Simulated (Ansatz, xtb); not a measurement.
**A geometry optimisation of F2GaOSi with r2SCAN-D4/def2-SVP**

The starting geometry of this gas-phase doublet was built from a drawn formula by distance geometry; its bonds are those of `[O][Ga]([F])[Si]F`.

```yaml
atoms:
  - { symbol: F, position_ang: [2.2263, -0.0226, -3.5550] }
  - { symbol: F, position_ang: [1.3431, 0.5968, 1.1951] }
  - { symbol: Ga, position_ang: [1.2749, 0.6618, -1.9846] }
  - { symbol: O, position_ang: [-0.4561, 0.8496, -1.9818] }
  - { symbol: Si, position_ang: [1.8741, -0.4046, -0.0439] }
```

Task: Predict what becomes of its bonds when it is optimised with r2SCAN-D4/def2-SVP.

Result: A new bond forms, giving a structure given below by its coordinates. Distances that change by over a tenth: F1–Ga3 (1.96 → 1.76 Å), Ga3–Si5 (2.29 → 2.82 Å). Contacts that close: O4–Si5 (3.28 → 1.63 Å).

The energy falls by 4.02 eV over 44 steps:

```tsv
step	E − E(last) (eV)
1	4.020
6	2.113
11	0.635
15	0.314
20	0.194
25	0.113
30	0.078
34	0.071
39	0.046
44	0.000
```

Final geometry (Å):

```xyz
5

F     1.3531    1.1751   -3.2307
F     1.3919    1.2902   -0.1866
Ga    2.1746    0.2212   -1.9979
O     0.9664   -0.9242   -1.1096
Si    0.3764   -0.0813    0.1545
```

From the same start GFN2-xTB ends elsewhere, differing in F1–Ga3 (2.96 against 1.76 Å here), F1–Si5 (1.62 against 3.74 Å here), O4–Si5 (4.09 against 1.63 Å here).

No frequencies were run, so the end isn't proven a minimum. Open shells are spin-unrestricted. Run with Ansatz 0.2.0, 3.7 min on 2 threads of Intel(R) Xeon(R) Platinum 8488C (Sapphire Rapids), on a shared host.
